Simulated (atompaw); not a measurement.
**Plane-wave convergence, PAW (atompaw) potential for sulfur (S)**

```
Element                 : sulfur (S)
Generator               : atompaw 4.2.0.5
Type                    : PAW
Functional              : LDA (PW92)
Relativity              : scalar-relativistic
Frozen core             : [Ne]
Valence charge          : 6
Reference configuration : 3s2 3p4
Partial waves           : 3s (bound): rc 1.15 bohr; 3s channel at 0.9 Ry: rc 1.70 bohr; 3p (bound): rc 1.70 bohr; 3p channel at -0.1 Ry: rc 1.70 bohr
Local potential         : vpsmatchnc scheme with l = 2 at 0.5 Ry, radius 1.45 bohr
Core correction         : smooth core density matched at 1.70 bohr
Augmentation charge     : sinc compensation charge, radius 1.50 bohr; PAW radius 1.70 bohr; waves and projectors: custom polynom2 7 10 vanderbiltortho
```

The pseudo-atom Hamiltonian at the reference potential is diagonalised in spherical Bessel functions j_l(qr) that vanish at 20 bohr, with q² up to the cutoff. All-electron valence levels (Ry): 3s -1.2701, 3p -0.5223.

Q: How do the lowest levels (Ry) of each channel move with the cutoff, and are there ghosts?

A:

```csv
cutoff (Ry),s #1,s #2,p #1,p #2,d #1,d #2,f #1,f #2,Σ f·Δε (mRy)
8,-1.2348,-0.0242,-0.4943,0.0339,0.0716,0.1579,0.1175,0.2519,182.8
18,-1.2631,-0.0245,-0.5222,0.0330,0.0714,0.1557,0.1175,0.2519,14.3
40,-2.5170,-1.2688,-0.5223,0.0330,0.0712,0.1542,0.1175,0.2519,2.6
60,-4.2432,-1.2693,-0.5223,0.0330,0.0712,0.1539,0.1175,0.2519,1.5
110,-4.4364,-1.2695,-0.5223,0.0330,0.0712,0.1538,0.1175,0.2519,1.1
180,-4.4843,-1.2697,-0.5223,0.0330,0.0712,0.1538,0.1175,0.2519,0.8
400,-4.5396,-1.2701,-0.5223,0.0330,0.0712,0.1538,0.1175,0.2519,0.0
```

Result: ghost state, extra bound levels that the all-electron valence spectrum of the same l lacks: s at -61.8 eV (a true bound ghost makes a file unfit for plane-wave use); 10 mRy is reached at 40 Ry and 1 mRy at 140 Ry.
